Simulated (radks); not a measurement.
Results of a calculation; reference values are marked as such.
Ta4+, 69 electrons, occupied as [Xe] 4f14 5d1. Level of theory: Dirac Kohn-Sham, PBEsol, spin-unpolarised, spherical densities, finite nucleus; open shells fill j = l - 1/2 first; Fermi nuclear charge, rms radius 5.3507 fm (a radial shooting solver on a logarithmic mesh with Libxc functionals).

Spin-orbit splittings of the eigenvalues, e(l+1/2) - e(l-1/2), with zeta = 2 splitting/(2l+1) and mean radii in bohr:

\begin{tabular}{lrrrrr}
shell & occ. & splitting (eV) & zeta (eV) & <r> j=l-1/2 & <r> j=l+1/2 \\ \hline
2p & 6 & 1269 & 846.3 & 0.06488 & 0.07272 \\
3p & 6 & 273.3 & 182.2 & 0.1943 & 0.2089 \\
3d & 10 & 59.55 & 23.82 & 0.1830 & 0.1874 \\
4p & 6 & 62.99 & 41.99 & 0.4645 & 0.4977 \\
4d & 10 & 11.57 & 4.629 & 0.5166 & 0.5281 \\
4f & 14 & 1.992 & 0.5691 & 0.6297 & 0.6399 \\
5p & 6 & 9.181 & 6.121 & 1.197 & 1.291 \\
5d & 1 & 0.9524 & 0.3810 & 1.709 & 1.747 \\
6p & 0 & 1.711 & 1.141 & 2.866 & 3.028 \\
\end{tabular}
